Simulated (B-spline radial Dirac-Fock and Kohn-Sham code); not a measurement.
**Photoabsorption cross section of Ir⁴⁺ by shell**

System: Ir⁴⁺, configuration [Xe] 4f14 5d4 6p1 (not the ground configuration).

These are calculated numbers from a radial atomic solver; the model is independent-particle photoionisation in a Dirac-Hartree-Slater potential with a Latter tail, all multipoles, thresholds from Dirac-Fock ΔSCF.

Computed thresholds (eV): K 76175.4, L1 13494.4, L2 12893.1, L3 11284.0, M1 3247.6, M2 2981.0, M3 2624.5, M4 2185.0, M5 2109.4, N1 764.9, N2 652.0, N3 567.5, N4 382.2, N5 366.5, N6 129.3, N7 126.3, O1 165.0, O2 126.3, O3 112.0, O4 61.63, O5 60.04, P2 38.23, P3 36.07.

```csv
photon energy (eV),total (b),K (%),L (%),M (%),N (%),O (%),P (%)
100,719200,–,–,–,–,96.4,3.6
134,2.247e+06,–,–,–,67.7,31.6,0.7
300,5.734e+06,–,–,–,95.5,4.4,0.1
800,2.033e+06,–,–,–,95.3,4.6,0.1
1000,1.360e+06,–,–,–,94.8,5.1,0.1
4310,282800,–,–,80.2,17.9,1.9,0.0
8270,54750,–,–,79.4,18.2,2.3,0.0
15000,47860,–,75.9,19.0,4.5,0.7,0.0
17400,32620,–,76.2,18.7,4.4,0.7,0.0
22162.9,17290,–,76.5,18.4,4.4,0.7,0.0
25000,12560,–,76.6,18.3,4.4,0.7,0.0
33800,5582,–,76.8,18.1,4.4,0.7,0.0
34400,5322,–,76.8,18.1,4.4,0.7,0.0
114000,1024,81.0,14.7,3.4,0.8,0.2,0.0
150000,491.8,81.5,14.2,3.3,0.8,0.2,0.0
```

Question: With what power of the photon energy does the total fall between 114000 and 150000 eV?

Answer: As E^-2.67. The non-relativistic Born limit for an s electron far above threshold is E^-3.5; near threshold and at relativistic energies the fall is slower.
